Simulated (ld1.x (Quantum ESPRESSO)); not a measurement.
**Before and after: ultrasoft potential for beryllium (Be)**

```
Element                 : Be
Generator               : ld1.x (Quantum ESPRESSO) 7.5
Type                    : ultrasoft
Functional              : LDA (PZ)
Relativity              : non-relativistic
Frozen core             : none
Valence charge          : 4
Reference configuration : 1s2 2s2 2p0
Partial waves           : 1s (bound): rcut 0.75, rcutus 0.85 bohr; 2s (bound): rcut 0.75, rcutus 0.85 bohr; 2p (bound, empty): rcut 3.30, rcutus 3.90 bohr; 2p channel at 1.4 Ry: rcut 3.30, rcutus 3.90 bohr; 3d channel at 0.25 Ry: rcut 2.90, rcutus 3.60 bohr; 3d channel at 1.5 Ry: rcut 2.90, rcutus 3.60 bohr
Local potential         : all-electron potential smoothed inside 0.80 bohr (lloc = -2)
Core correction         : none
Augmentation charge     : PSQ, inside the norm-conserving radii
```

Change: waves 2p (bound): rcut 3.30, rcutus 4.48 bohr; 2p channel at 1.4 Ry: rcut 3.30, rcutus 4.48 bohr.

Cutoffs: the cutoffs (Ry, on a coarse ladder) from which the occupation-weighted sum of valence levels, in a spherical-Bessel basis at the reference potential, stays within 10 and 1 mRy of its value at 400 Ry; they do not see the model core or the augmentation charge, which bear on the density cutoff. Errors are all-electron minus pseudo energies relative to the spin-unpolarised reference configuration.

Q: Predict the effect on cutoff, ghosts and configuration errors.

A: The potential gets neither clearly harder nor softer (120 Ry and 140 Ry → 120 Ry and 140 Ry); of the 9 tests that both files solve, the error grows in 0 and shrinks in 3 by more than 15 % and 0.3 meV (median size 3.3 → 0.8 meV); neither file shows a bound ghost. That the errors move this way runs against the usual rule that smaller radii transfer better.

| quantity | base | changed |
| --- | --- | --- |
| cutoff, loose | 120 Ry | 120 Ry |
| cutoff, tight | 140 Ry | 140 Ry |
| bound ghosts | none | none |
| error for 1s2 2s1 2p0, meV [ΔE 9.52 eV] | +0.4 | +0.4 |
| error for 1s2 2s0 2p0, meV [ΔE 27.29 eV] | +3.3 | +3.3 |
| error for 1s2 2s1.5 2p0, meV [ΔE 3.75 eV] | +0.1 | +0.1 |
| error for 1s2 2s0 2p1, meV [ΔE 13.33 eV] | +186 | +0.8 |
| error for 1s1 2s2 2p0, meV [ΔE 126.70 eV] | +1317 | +1317 |
| error for 1s2 2s1 2p1, meV [ΔE 3.52 eV] | +22 | -1.0 |
| error for 1s2 2s0 2p2, meV [ΔE 7.07 eV] | +88 | -2.8 |
| error for 1s2 2s1 2p0 (spin-polarised), meV [ΔE 9.04 eV] | 0.0 | 0.0 |
| error for 1s2 2s1.5 2p0 (spin-polarised), meV [ΔE 3.67 eV] | 0.0 | 0.0 |
| lowest overlap eigenvalue by channel | s 0.18, p 0.78, d 0.94 | s 0.18, p 0.75, d 0.94 |
